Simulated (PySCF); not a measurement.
C3H7O2, charge -1, multiplicity 1. Atoms are numbered in the order given.

```xyz
12

C      1.5078     0.1921     0.0853
C      0.0393     0.5159    -0.1412
O     -0.4292     1.5475     0.7731
C     -0.8259    -0.7767     0.0047
O     -0.5117    -1.7245    -0.8886
H      2.1893     1.0311    -0.1800
H      1.6669    -0.0856     1.1498
H      1.7363    -0.6913    -0.5458
H     -0.1016     0.8717    -1.1898
H      0.3077     2.1652     0.9140
H     -0.6915    -1.0714     1.1113
H     -1.9072    -0.3919    -0.0285
```
Charge -1, spin multiplicity 1.

Coordinates come from a PBE-D3(BJ)/def2-SVPD optimisation. The spin state was assumed, not searched. The isomer is the one that the SMILES or the coordinates give; other isomers of the formula were not compared. Other conformers were not sampled.

These are SMD-M06-2X/def2-SVPD in PySCF values and carry that method's errors.

Solvation free energies are E(SMD) − E(gas) at the gas-phase geometry, for 1 M in both phases.

```json
[
 {"solvent": "water", "ΔG(solv) (kcal/mol)": "-78.1", "its non-electrostatic (CDS) part": "2.9"},
 {"solvent": "toluene", "ΔG(solv) (kcal/mol)": "-35.8", "its non-electrostatic (CDS) part": "-2.4"},
 {"solvent": "methanol", "ΔG(solv) (kcal/mol)": "?", "its non-electrostatic (CDS) part": "?"}
]
```

Some entries are withheld; supply them. (An estimate is asked for; the answer gives what the named calculation found.)


- methanol, ΔG(solv) (kcal/mol): -77.5
- methanol, its non-electrostatic (CDS) part: 1.7
